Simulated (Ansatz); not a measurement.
Species: C₂H₆N₂O, SMILES `COC(=N)N` (charge 0, multiplicity 1).

**Question.** Give a relaxed geometry from r2SCAN-D4/def2-TZVP run with Ansatz (a program for electronic structure).

**Answer.** One answer among several that fit: the end point of this relaxation, one of several conformers (outside a Z-matrix the atoms follow the SMILES, hydrogens last).
Bonds (Å): C1–O2 1.431, C1–H6 1.088, C1–H7 1.091, C1–H8 1.091, O2–C3 1.350, C3–N4 1.273, C3–N5 1.380, N4–H9 1.016, N5–H10 1.008, N5–H11 1.006. Bond angles (°): O2–C1–H6 105.2, O2–C1–H7 110.4, O2–C1–H8 110.5, H6–C1–H7 111.0, H6–C1–H8 110.9, H7–C1–H8 108.7, C1–O2–C3 115.3, O2–C3–N4 121.7, O2–C3–N5 109.1, N4–C3–N5 129.2, C3–N4–H9 111.1, C3–N5–H10 115.2, C3–N5–H11 115.7, H10–N5–H11 114.6.
